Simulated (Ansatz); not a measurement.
HCl₃OZr, charge -1, doublet, at the geometry of the source list (the multiplicity is a formal guess) (core potentials on Zr) (a gas-phase anion, which may not be bound at this level); PBE/def2-SVP in Ansatz (an electronic-structure program).

Input for Ansatz:
Ansatz 0.2 input:
```yaml
crystal:
  periodic: [false, false, false]
  atoms:
    - {symbol: Zr, position_ang: [0.25720000, -0.08060000, -0.01270000]}
    - {symbol: Cl, position_ang: [2.11810000, 0.96760000, -0.76260000]}
    - {symbol: Cl, position_ang: [0.94790000, -0.88680000, 1.98810000]}
    - {symbol: Cl, position_ang: [0.23350000, -1.95650000, -1.27910000]}
    - {symbol: O, position_ang: [-1.32390000, 0.82400000, 0.01340000]}
    - {symbol: H, position_ang: [-2.23280000, 1.13230000, 0.05270000]}
basis:
  gaussian:
    orbitals: def2-SVP
hamiltonian:
  xc: pbe
total_charge: -1
magnetization: {spin_polarized: true, initial_magnetization: 1}
```

Q: What does Ansatz print? Leave out banner, timings and long lists.

A: 
```
Functional definition: PBE
1064 factors; their error is unknown
mean field evaluation 1: about -40885.0033 eV, gradient 3.0e1 eV
mean field evaluation 2: about -40861.4763 eV, gradient 7.9e1 eV
mean field evaluation 4: about -40887.0556 eV, gradient 1.7e1 eV
mean field evaluation 8: about -40888.8441 eV, gradient 1.4e0 eV
mean field evaluation 16: about -40888.8110 eV, gradient 3.4e-3 eV
mean field evaluation 32: about -40887.6564 eV, gradient 4.2e0 eV
mean field evaluation 64: about -40888.7483 eV, gradient 2.2e0 eV
mean field -40888.81100815 eV, -1502.6360891179 hartree, gradient 6.2e-6 eV, S^2 0.751070; 8 other end points of the search recorded, 0 dependent functions left out
reference -40888.81106680 eV, -1502.6360912735 hartree; 37, 36 occupied and 67, 68 virtual orbitals, 1064 factors
Total energy: -40888.81106680 eV, -1502.6360912735 hartree
```
